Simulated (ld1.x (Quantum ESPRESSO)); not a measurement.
potassium, TM: configuration errors across variants

```
Element                 : K
Generator               : ld1.x (Quantum ESPRESSO) 7.5
Type                    : norm-conserving Troullier–Martins (Kleinman–Bylander form)
Functional              : LDA (PZ)
Relativity              : scalar-relativistic
Frozen core             : [Ne]
Valence charge          : 9
Reference configuration : 3s2 3p6 4s1 4p0
Partial waves           : 3s (bound): rc 1.90 bohr; 3p (bound): rc 1.45 bohr; 3d channel at 0.35 Ry: rc 1.65 bohr
Local potential         : all-electron potential smoothed inside 1.80 bohr (lloc = -2)
Core correction         : none
```

Occupied shells without a wave of their own: 4s. They enter only through the test configuration that unscreens the potential.

All-electron excitation energies from the reference (eV): (1) 3s2 3p6 4s0 4p0 4.407; (2) 3s2 3p6 4s0.5 4p0 1.710; (3) 3s2 3p6 4s0 4p1 1.630; (4) 3s1 3p6 4s1 4p0 41.829; (5) 3s2 3p5 4s1 4p0 24.963; (6) 3s2 3p6 4s1 4p0 spin -0.140; (7) 3s2 3p6 4s0.5 4p0 spin 1.660.

Spin tests fill each open shell by Hund’s rule, majority spin first.

For the base: The 4s level has no wave, so the channel is fitted at the deeper level alone: the likely source of the large errors.

On the changes marked as counting shells twice: ld1.x takes every shell without a wave as core, so the model core holds the marked electrons as well and exchange and correlation see them twice. This cancels in the reference configuration, but the file is broken for other ones, and its errors say nothing about a proper core correction.

4 further variants failed, have other tests or another functional or relativity, and are left out.

The file “base” misses its own reference levels by 0.3 eV. The file “wave 3d channel at 0.35 Ry: rc 1.65 bohr becomes 3d channel at 3.91 Ry: rc 1.65 bohr” misses its own reference levels by 0.3 eV. The file “wave 3d channel at 0.35 Ry: rc 1.65 bohr becomes 3d channel at 0.35 Ry: rc 1.00 bohr” misses its own reference levels by 0.3 eV. The file “wave 3s (bound): rc 1.90 bohr becomes 3s (bound): rc 1.38 bohr” misses its own reference levels by 0.3 eV. The file “core correction full core density, not smoothed (it rises at the typed radius of 1.66 bohr, so ld1.x skipped the fit) (4s counted twice)” misses its own reference levels by 0.3 eV.

Errors AE − PS in meV (a dash: test not solved or not reliable):

| change | (1) | (2) | (3) | (4) | (5) | (6) | (7) | bound ghosts |
| --- | --- | --- | --- | --- | --- | --- | --- | --- |
| base | -506 | -193 | -350 | +166 | +199 | +3.7 | -192 | none |
| local potential the s channel | -255 | -98 | -156 | +77 | +119 | +1.9 | -98 | none |
| local potential all-electron potential smoothed inside 1.60 bohr (lloc = -2) | +85 | +33 | +57 | -97 | -12 | -0.5 | +33 | none |
| wave 3d channel at 0.35 Ry: rc 1.65 bohr becomes 3d channel at 3.91 Ry: rc 1.65 bohr | -506 | -193 | -350 | +166 | +199 | +3.7 | -192 | none |
| wave 3d channel at 0.35 Ry: rc 1.65 bohr becomes 3d channel at 0.35 Ry: rc 1.00 bohr | -506 | -193 | -350 | +166 | +199 | +3.7 | -192 | none |
| wave 3s (bound): rc 1.90 bohr becomes 3s (bound): rc 1.38 bohr | -581 | -216 | -399 | +411 | +342 | +4.8 | -216 | none |
| core correction full core density, not smoothed (it rises at the typed radius of 1.66 bohr, so ld1.x skipped the fit) (4s counted twice) | -749 | -238 | -405 | +119 | +155 | -41 | -257 | none |
| all radii scaled by about 1.39 (s 2.64, p 2.02, d 2.30 bohr); local potential all-electron potential smoothed inside 2.50 bohr (lloc = -2) | +4.5 | +2.2 | -20 | -242 | +1.3 | 0.0 | +2.3 | none |

Give the same row for: wave 3p (bound): rc 1.45 bohr becomes 3p (bound): rc 2.20 bohr.

-506, -193, -350, +167, +200, +3.6, -192; bound ghosts: none.
